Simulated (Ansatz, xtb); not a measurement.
**Relative energy of two isomers of C5H6FN**

Structure a is `[H]/N=C1/C=CC[C@@H]1F`, a singlet and structure b is `C=C(F)[C@H](C)C#N`, a singlet. Both are isolated molecules in the gas phase, relaxed with B3LYP/def2-SVP; the shapes shown needn't be the lowest conformers.

a (Å):

```tsv
atom	x (Å)	y (Å)	z (Å)
C	-0.0831	-0.1836	1.0411
C	-0.7104	-1.4172	0.5396
C	-0.4837	-1.5512	-0.7806
C	0.3433	-0.4183	-1.3440
C	0.3353	0.6111	-0.2031
F	1.5455	1.2489	-0.0151
N	0.0857	0.1301	2.2625
H	0.5918	1.0235	2.3254
H	-1.2348	-2.1202	1.1881
H	-0.8227	-2.3899	-1.3936
H	1.3835	-0.7413	-1.5321
H	-0.0482	-0.0235	-2.2953
H	-0.4211	1.3947	-0.3937
```

b (Å):

```yaml
atoms:
  - { symbol: C, position_ang: [0.6810, -0.9040, 1.8237] }
  - { symbol: C, position_ang: [-0.2445, -0.4335, 0.9934] }
  - { symbol: C, position_ang: [-0.0758, 0.2154, -0.3639] }
  - { symbol: C, position_ang: [-0.7998, -0.5791, -1.4757] }
  - { symbol: C, position_ang: [1.3382, 0.4306, -0.6940] }
  - { symbol: F, position_ang: [-1.5523, -0.5066, 1.3104] }
  - { symbol: N, position_ang: [2.4490, 0.5920, -0.9795] }
  - { symbol: H, position_ang: [0.3863, -1.3515, 2.7742] }
  - { symbol: H, position_ang: [1.7380, -0.8428, 1.5665] }
  - { symbol: H, position_ang: [-0.5455, 1.2148, -0.2960] }
  - { symbol: H, position_ang: [-1.8577, -0.7020, -1.2062] }
  - { symbol: H, position_ang: [-0.7380, -0.0448, -2.4344] }
  - { symbol: H, position_ang: [-0.3475, -1.5744, -1.5960] }
```

Q: Estimate E(b) − E(a) at the level CCSD(T)/def2-SVP + ΔMP2/def2-TZVPP.

A: Too close to call at this level: CCSD(T)/def2-SVP + ΔMP2/def2-TZVPP gives E(b) − E(a) = +0.63 kcal/mol.

The same difference at several levels:

| level | geometry | E(b) − E(a) (kcal/mol) | departure from the last row (kcal/mol) | job, with rough time for the two |
| --- | --- | --- | --- | --- |
| GFN2-xTB | GFN2-xTB | +14.56 | +13.92 | optimisation, 0.18 s |
| HF/STO-3G | GFN2-xTB | −1.06 | −1.69 | single point, 0.5 s |
| r2SCAN-D4/def2-SVP | GFN2-xTB | +6.71 | +6.08 | single point, 3.7 s |
| B3LYP/def2-SVP | B3LYP/def2-SVP | +3.08 | +2.45 | optimisation, 57 s |
| HF/def2-SVP | B3LYP/def2-SVP | −0.86 | −1.50 | part of the CCSD(T) run |
| MP2/def2-SVP | B3LYP/def2-SVP | −3.09 | −3.72 | part of the CCSD(T) run |
| CCSD(T)/def2-SVP | B3LYP/def2-SVP | −1.30 | −1.93 | single point |
| CCSD(T)/def2-SVP + ΔMP2/def2-TZVPP | B3LYP/def2-SVP | +0.63 |  | single point, 53 s |

As drawn, b has 1 C≡N, 1 C–H in place of 1 N–H, 1 C=N, 1 C–C. Structure a has a 5-membered ring, b no ring.

The largest departure from CCSD(T)/def2-SVP + ΔMP2/def2-TZVPP is that of GFN2-xTB, 13.92 kcal/mol. The last row adds to CCSD(T) the change of the MP2 difference between the two basis sets, here +1.93 kcal/mol.

With thermal terms from frequencies at re-optimised GFN2-xTB minima (ideal gas, soft modes damped towards free rotors, one conformer each, 298.15 K, 1 atm): the zero-point term adds −1.44 kcal/mol; ΔH is +0.17 and ΔG −1.87 kcal/mol.

The correlated steps freeze 7 core orbitals. Codes used: Ansatz 0.2.0, xtb 6.7.1; the last row on 2 threads of Intel(R) Xeon(R) Platinum 8375C CPU @ 2.90GHz (Ice Lake) on a shared host.
